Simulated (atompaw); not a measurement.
What one change does to a pseudopotential (thallium, PAW (atompaw))

| Quantity | Value |
| --- | --- |
| Element | thallium |
| Generator | atompaw 4.2.0.5 |
| Type | PAW |
| Functional | PBE |
| Relativity | scalar-relativistic |
| Frozen core | [Xe] 4f14 |
| Valence charge | 13 |
| Reference configuration | 5d10 6s1 6p2 |
| Partial waves | 6s (bound): rc 3.00 bohr; 6s channel at -0.35 Ry: rc 3.00 bohr; 6p (bound): rc 3.00 bohr; 6p channel at 0.15 Ry: rc 3.00 bohr; 5d (bound): rc 1.30 bohr; 5d channel at 0.6 Ry: rc 3.00 bohr |
| Local potential | troulliermartins scheme with l = 3 at 1 Ry, radius 2.35 bohr |
| Core correction | smooth core density matched at 1.65 bohr |
| Augmentation charge | besselshape compensation charge, radius 3.00 bohr; PAW radius 3.00 bohr; waves and projectors: custom rrkj vanderbiltortho |

All-electron outer shells of the reference configuration (PBE, scalar-relativistic, ld1.x):

```tsv
shell	level (eV)	outermost node (bohr)	outermost maximum (bohr)
4f	-115.97	–	0.36
5p	-78.05	0.50	0.91
5d	-17.32	0.53	1.11
6s	-10.79	1.04	2.05
6p	-3.17	1.22	2.84
```

Change: all radii scaled by about 0.88 (s 2.64, p 2.64, d 1.14 bohr); local potential troulliermartins scheme with l = 3 at 1 Ry, radius 2.06 bohr; augmentation besselshape compensation charge, radius 2.64 bohr; PAW radius 2.64 bohr; waves and projectors: custom rrkj vanderbiltortho; core correction smooth core density matched at 1.46 bohr.

Cutoffs: the cutoffs (Ry, on a coarse ladder) from which the occupation-weighted sum of valence levels, in a spherical-Bessel basis at the reference potential, stays within 10 and 1 mRy of its value at 400 Ry; they do not see the model core or the augmentation charge, which bear on the density cutoff.

Question: What does the change do?

Answer: The potential gets harder (70 Ry and 110 Ry → 80 Ry and 160 Ry); both files keep a bound ghost (s). A smaller radius makes the pseudo-wave follow the all-electron one further in, where it bends more sharply, so more plane waves are needed.

| quantity | base | changed |
| --- | --- | --- |
| cutoff, loose | 70 Ry | 80 Ry |
| cutoff, tight | 110 Ry | 160 Ry |
| loose cutoff by channel (10 mRy a level) | s 6 Ry, p 6 Ry, d 50 Ry | s 6 Ry, p 6 Ry, d 60 Ry |
| bound ghosts | s | s |
| lowest overlap eigenvalue by channel | s 0.18, p 0.41, d 0.49 | s 0.18, p 0.40, d 0.40 |

 A true bound ghost makes a file unfit for plane-wave use even where its test errors are small: the radial tests pick states by their node count and pass the ghost by. The cutoffs see the waves, projectors and local potential, not the compensation charge or the core.
